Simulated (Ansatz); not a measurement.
**Two structures, one formula**

Two relaxed structures of AlBSiH$_{5}$O (charge +1), closed shell (PBE0-D4/def2-TZVP; forces vanish, vibrations not checked).

A:

B1  (-0.474, 1.497, -0.190)
O2  (0.115, 0.231, -0.081)
Al3  (1.649, -0.811, -0.282)
Si4  (-0.479, -1.420, 0.436)
H5  (-1.621, 1.581, 0.110)
H6  (0.228, 2.375, -0.573)
H7  (3.037, -0.300, -0.774)
H8  (-0.904, -1.327, 1.847)
H9  (-1.551, -1.827, -0.493)
(Å)

B:

B1  (1.203, -0.664, -0.190)
O2  (0.056, 0.109, -0.039)
Al3  (-0.474, 1.857, -0.267)
Si4  (-0.308, -1.665, 0.442)
H5  (-1.978, 1.981, 0.122)
H6  (0.736, 2.694, -0.781)
H7  (2.272, -0.322, -0.559)
H8  (-0.671, -1.674, 1.870)
H9  (-1.323, -2.181, -0.493)
(Å)

Computed with Ansatz 0.2.0 (basis: def2-TZVPP); correlated methods freeze the cores. B3LYP uses VWN-RPA correlation.

(1) Which structure is lower at CCSD(T), and by how much? (An estimate is asked for; the value comes from the calculation.)

The T1 diagnostic stays at or below 0.015.

Answers

(1) Computed: A, by 30.7 kJ/mol (electronic energy, against the other). By their contacts, A is AlBSiH₅O ([BH2][O]1[AlH][SiH2]1), total charge +1 and B is AlBSiH₅O ([AlH2][O]1[BH][SiH2]1), total charge +1.

All methods give the same order:

```
   method  E(B) − E(A) (kJ/mol)
   PBE-D4                  32.5
r2SCAN-D4                  30.9
  PBE0-D4                  34.7
 B3LYP-D4                  31.9
  wB97M-V                  28.0
       HF                  33.8
      MP2                  30.4
     CCSD                  31.6
  CCSD(T)                  30.7
```

Labels in which every atom is bracketed show which atoms are joined, not bond orders.

For scale, one of the runs: CCSD(T)/def2-TZVPP, 216 basis functions, launched by `ansatz run in.yaml --threads 2 --pin off --events-out ev --progress --plain --max-ram 4352MiB`. The run took 46 s on 2 CPU threads of an Intel Xeon 6975P-C (shared host), with 3.2 GiB of host memory at its peak.
